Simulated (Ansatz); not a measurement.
Reaction (redistribution): `[NH2][GaH][Br]` + `[OH][Al]([F])[TeH]` → `[OH][GaH][Br]` + `[NH2][Al]([F])[TeH]`

Computed with Ansatz on PBE0-D4/def2-TZVP structures; ΔE is electronic, products minus reactants. CCSD(T)/CBS is the MP2 limit (def2-TZVPP, def2-QZVPP) plus CCSD(T) − MP2 in def2-TZVPP, frozen cores. DFT in def2-TZVPP. def2 core potentials past Kr. For Br, Ga, Te outer-core shells are correlated without core-valence functions, which leaves a few kJ/mol of doubt a bond. Scalar relativity is left out up to krypton. One conformer a species, not always the lowest.

`[NH2][GaH][Br]`:

```xyz
6

N     0.218   -0.469    0.890
Ga    0.078    0.323   -0.720
Br   -2.044    1.034   -1.223
H     1.075   -0.838    1.265
H    -0.564   -0.589    1.511
H     1.237    0.539   -1.722
```

`[OH][Al]([F])[TeH]`:

```xyz
6

O     1.228    0.989   -0.276
Al   -0.223    0.250   -0.695
F    -0.889    0.638   -2.145
Te   -1.490   -1.412    0.699
H     1.699    0.839    0.541
H    -0.325   -1.304    1.875
```

`[OH][GaH][Br]`:

Cartesian coordinates in Å:
```
O -0.192 -1.104 -0.815
Ga 0.357 0.399 -0.052
Br -0.759 0.996 1.857
H -0.916 -1.529 -0.348
H 1.510 1.238 -0.642
```

`[NH2][Al]([F])[TeH]`:

Z-matrix (Å, degrees):
```
N
Al 1 1.754
H 1 1.007 2 124.1
H 1 1.006 2 125.3 3 179.8
F 2 1.649 1 118.6 3 -0.3
Te 2 2.519 1 122.3 3 179.6
H 6 1.657 2 88.7 1 178.9
```

(1) Is it downhill or uphill in electronic energy at CCSD(T)/CBS, and by how much? (An estimate is asked.)

(2) What do these levels give: PBE-D4, revPBE-D4, BLYP-D4, BHLYP-D4, ωB97X-V, r2SCAN0, BHLYP, LC-ωPBE, CCSD(T)/def2-SVP, SCS-MP2/def2-TZVPP, MP2/CBS(def2), CCSD/CBS(def2)? (Estimate.)

Largest T1 diagnostic among the species: 0.012.

Answers

(1) Computed: Uphill: ΔE = +0.30 eV.

(2) The calculation gave: PBE-D4 0.24, revPBE-D4 0.23, BLYP-D4 0.24, BHLYP-D4 0.28, ωB97X-V 0.26, r2SCAN0 0.27, BHLYP 0.28, LC-ωPBE 0.27, CCSD(T)/def2-SVP 0.22, SCS-MP2/def2-TZVPP 0.27, MP2/CBS(def2) 0.31, CCSD/CBS(def2) 0.31 eV.

Leaving LDA and LC-ωPBE aside and taking each functional with its dispersion term where it has one, the values spread over 0.05 eV, from revPBE-D4 to BHLYP-D4. LDA lies +0.04 eV from PBE without D4. At CCSD(T), def2-SVP lies −0.08 eV from the extrapolated value and def2-TZVPP −0.03 eV.
